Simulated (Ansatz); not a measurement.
Consider the cleavage of the B–B bond: `[OH][GaH][BH]BF` + H₂S → `FBS` + `[BH2][GaH][OH]`.

Isolated molecules relaxed with PBE0-D4/def2-TZVP in Ansatz; ΔE leaves out vibrations. CCSD(T)/CBS is the MP2 limit (def2-TZVPP, def2-QZVPP) plus CCSD(T) − MP2 in def2-TZVPP, frozen cores. This one scheme is used for every species. DFT in def2-TZVPP. B3LYP here is the variant with VWN-RPA as its local correlation; programs differ in this. HSE06 is defined as in plane-wave codes. For Ga outer-core shells are correlated without core-valence functions, which leaves a few kJ/mol of doubt a bond. Scalar relativity is left out up to krypton. Each species was taken in one conformer, which may not be the lowest.

```
             level  ΔE (kJ/mol)  difference from CCSD(T)/CBS
            PBE-D4        -78.0                          7.0
         r2SCAN-D4        -83.5                          1.5
          HSE06-D4        -80.8                          4.2
           ωB97X-V        -83.3                          1.7
               PBE        -78.7                          6.3
              PBE0        -81.6                          3.4
             B3LYP        -81.6                          3.4
CCSD(T)/def2-TZVPP        -85.3                         -0.3
    MP2/def2-QZVPP        -91.7                         -6.7
    CCSD/CBS(def2)        -83.6                          1.4
       CCSD(T)/CBS        -85.0                            0
```

Largest T1 diagnostic among the species: 0.015.

At CCSD(T), def2-SVP lies −7.5 kJ/mol from the extrapolated value and def2-TZVPP −0.3 kJ/mol. From BLYP to BHLYP (50 % exact exchange), in def2-TZVPP and without D4, ΔE moves by −5.4 kJ/mol. Leaving LDA and LC-ωPBE aside and taking each functional with its dispersion term where it has one, the values, not all of them listed here, spread over 9.4 kJ/mol, from PBE-QIDH to PBE-D4.

CCSD(T)/CBS has its own doubt, a few kJ/mol and more with outer-core shells, so smaller differences from it don't rank the levels.
